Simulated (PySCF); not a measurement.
B(Cl)(NCO)(OMe) (C2H3BClNO2), SMILES O=C=NB(OC)Cl.

Coordinates come from a r2SCAN-D4/def2-SVP optimisation. The structure was generated by enumeration, and PubChem lists no compound with its InChIKey, so it may never have been made. One conformer was computed; it need not be the lowest.

Calculation: r2SCAN-D4/def2-SVP in PySCF 2.14.0.

Frequencies are harmonic and unscaled.

Computed normal modes with their intensities:
```json
[
 {"mode": "1", "ν (cm⁻¹)": "55", "IR (km/mol)": "0.1", "Raman (Å⁴/amu)": "0.1", "depolarisation": "0.75", "moving atoms (share of kinetic energy)": "H 96 %"},
 {"mode": "2", "ν (cm⁻¹)": "55", "IR (km/mol)": "0.1", "Raman (Å⁴/amu)": "4.0", "depolarisation": "0.73", "moving atoms (share of kinetic energy)": "O 43 %, Cl 26 %, N 13 %, C 11 %"},
 {"mode": "3", "ν (cm⁻¹)": "99", "IR (km/mol)": "0.1", "Raman (Å⁴/amu)": "1.1", "depolarisation": "0.75", "moving atoms (share of kinetic energy)": "N 62 %, O 25 %"},
 {"mode": "4", "ν (cm⁻¹)": "149", "IR (km/mol)": "3.5", "Raman (Å⁴/amu)": "0.1", "depolarisation": "0.75", "moving atoms (share of kinetic energy)": "O 51 %, H 20 %, C 17 %"},
 {"mode": "5", "ν (cm⁻¹)": "212", "IR (km/mol)": "2.6", "Raman (Å⁴/amu)": "1.7", "depolarisation": "0.59", "moving atoms (share of kinetic energy)": "C 40 %, H 18 %, Cl 15 %, O 14 %, N 10 %"},
 {"mode": "6", "ν (cm⁻¹)": "341", "IR (km/mol)": "14.7", "Raman (Å⁴/amu)": "0.1", "depolarisation": "0.27", "moving atoms (share of kinetic energy)": "N 36 %, C 25 %, O 15 %, Cl 14 %"},
 {"mode": "7", "ν (cm⁻¹)": "426", "IR (km/mol)": "3.4", "Raman (Å⁴/amu)": "2.7", "depolarisation": "0.37", "moving atoms (share of kinetic energy)": "Cl 44 %, O 25 %, C 14 %, N 10 %"},
 {"mode": "8", "ν (cm⁻¹)": "571", "IR (km/mol)": "23.8", "Raman (Å⁴/amu)": "5.4", "depolarisation": "0.12", "moving atoms (share of kinetic energy)": "O 48 %, C 34 %"},
 {"mode": "9", "ν (cm⁻¹)": "573", "IR (km/mol)": "29.8", "Raman (Å⁴/amu)": "0.1", "depolarisation": "0.75", "moving atoms (share of kinetic energy)": "B 82 %, O 9 %"},
 {"mode": "10", "ν (cm⁻¹)": "615", "IR (km/mol)": "27.7", "Raman (Å⁴/amu)": "0.3", "depolarisation": "0.75", "moving atoms (share of kinetic energy)": "C 72 %, O 14 %, N 14 %"},
 {"mode": "11", "ν (cm⁻¹)": "634", "IR (km/mol)": "6.8", "Raman (Å⁴/amu)": "3.4", "depolarisation": "0.16", "moving atoms (share of kinetic energy)": "C 45 %, O 23 %, N 22 %"},
 {"mode": "12", "ν (cm⁻¹)": "1027", "IR (km/mol)": "87.4", "Raman (Å⁴/amu)": "1.8", "depolarisation": "0.39", "moving atoms (share of kinetic energy)": "B 49 %, C 26 %, O 15 %"},
 {"mode": "13", "ν (cm⁻¹)": "1056", "IR (km/mol)": "332.5", "Raman (Å⁴/amu)": "4.3", "depolarisation": "0.73", "moving atoms (share of kinetic energy)": "B 44 %, O 30 %, C 17 %"},
 {"mode": "14", "ν (cm⁻¹)": "1180", "IR (km/mol)": "48.8", "Raman (Å⁴/amu)": "4.7", "depolarisation": "0.70", "moving atoms (share of kinetic energy)": "H 71 %, C 19 %"},
 {"mode": "15", "ν (cm⁻¹)": "1181", "IR (km/mol)": "0.2", "Raman (Å⁴/amu)": "1.4", "depolarisation": "0.75", "moving atoms (share of kinetic energy)": "H 77 %, C 19 %"},
 {"mode": "16", "ν (cm⁻¹)": "1382", "IR (km/mol)": "491.6", "Raman (Å⁴/amu)": "5.6", "depolarisation": "0.19", "moving atoms (share of kinetic energy)": "B 30 %, O 28 %, H 27 %, C 12 %"},
 {"mode": "17", "ν (cm⁻¹)": "1470", "IR (km/mol)": "11.3", "Raman (Å⁴/amu)": "20.7", "depolarisation": "0.73", "moving atoms (share of kinetic energy)": "H 87 %"},
 {"mode": "18", "ν (cm⁻¹)": "1471", "IR (km/mol)": "5.0", "Raman (Å⁴/amu)": "16.8", "depolarisation": "0.75", "moving atoms (share of kinetic energy)": "H 97 %"},
 {"mode": "19", "ν (cm⁻¹)": "1489", "IR (km/mol)": "81.6", "Raman (Å⁴/amu)": "14.6", "depolarisation": "0.51", "moving atoms (share of kinetic energy)": "H 66 %, O 16 %"},
 {"mode": "20", "ν (cm⁻¹)": "1593", "IR (km/mol)": "271.0", "Raman (Å⁴/amu)": "44.0", "depolarisation": "0.22", "moving atoms (share of kinetic energy)": "N 43 %, O 27 %, B 24 %"},
 {"mode": "21", "ν (cm⁻¹)": "2438", "IR (km/mol)": "1339.7", "Raman (Å⁴/amu)": "0.1", "depolarisation": "0.22", "moving atoms (share of kinetic energy)": "C 70 %, N 17 %, O 13 %"},
 {"mode": "22", "ν (cm⁻¹)": "3036", "IR (km/mol)": "48.0", "Raman (Å⁴/amu)": "177.6", "depolarisation": "0.02", "moving atoms (share of kinetic energy)": "H 98 %"},
 {"mode": "23", "ν (cm⁻¹)": "3146", "IR (km/mol)": "15.4", "Raman (Å⁴/amu)": "111.9", "depolarisation": "0.75", "moving atoms (share of kinetic energy)": "H 90 %, C 10 %"},
 {"mode": "24", "ν (cm⁻¹)": "3146", "IR (km/mol)": "14.6", "Raman (Å⁴/amu)": "57.7", "depolarisation": "0.61", "moving atoms (share of kinetic energy)": "H 90 %, C 10 %"}
]
```
